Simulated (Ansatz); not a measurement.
Relaxation of AlFH4OSi (8 atoms, charge 0, multiplicity 1), to a largest force component of 0.015 eV/Å in at most 40 steps.

Theory: Ansatz 0.2.0, RKS LDA/cc-pVDZ.

```xyz
8
Properties=species:S:1:pos:R:3:forces:R:3
O 0.389 1.789 -0.582 -2.23 1.04 -0.01
Si 0.582 0.484 0.440 0.86 -0.01 -0.02
F 2.194 0.104 0.468 -0.24 0.30 0.04
Al -0.558 -1.355 -0.375 -0.70 -1.16 -0.60
H -0.617 2.050 -0.509 2.30 -0.37 -0.34
H 0.126 0.834 1.797 0.01 0.33 0.89
H -0.552 -2.757 0.411 -0.01 -0.09 0.00
H -1.471 -1.206 -1.705 0.01 -0.04 0.05
```

Where does it end, and by what steps?

It converged. After 24 steps the energy has fallen by 0.457 eV; O1 moved furthest, 0.74 Å.

```csv
step,energy less start (eV),largest force component (eV/Å),accepted
0,0.0000,2.299,yes
1,-0.2417,1.000,yes
2,-0.2737,0.285,yes
3,-0.2827,0.297,yes
4,-0.2880,0.208,yes
5,-0.2949,0.305,yes
6,-0.3002,0.363,yes
7,-0.3085,0.366,yes
8,-0.3130,0.675,yes
9,-0.3137,0.798,yes
10,-0.3137,0.829,yes
11,-0.3142,0.909,yes
12,-0.3157,1.002,yes
13,-0.3266,0.977,yes
14,-0.3621,0.783,yes
15,-0.4266,0.328,yes
16,-0.2555,3.200,no
17,-0.4476,0.228,yes
18,-0.4551,0.079,yes
19,-0.4558,0.117,yes
20,-0.4569,0.062,yes
21,-0.4572,0.066,yes
22,-0.4574,0.018,yes
23,-0.4574,0.021,yes
24,-0.4575,0.013,yes
```

```xyz
8
Properties=species:S:1:pos:R:3
O -0.089 1.959 -0.039
Si 0.511 0.519 0.584
F 2.085 0.314 0.099
Al -0.639 -1.435 -0.350
H -0.276 1.927 -0.999
H 0.543 0.779 2.069
H -0.902 -2.800 0.461
H -1.140 -1.321 -1.881
```

Time of the run: 40 s on 1 thread of AMD EPYC 7R43 64-Core Processor (Zen 3) (shared host), peak memory 0.16 GiB.
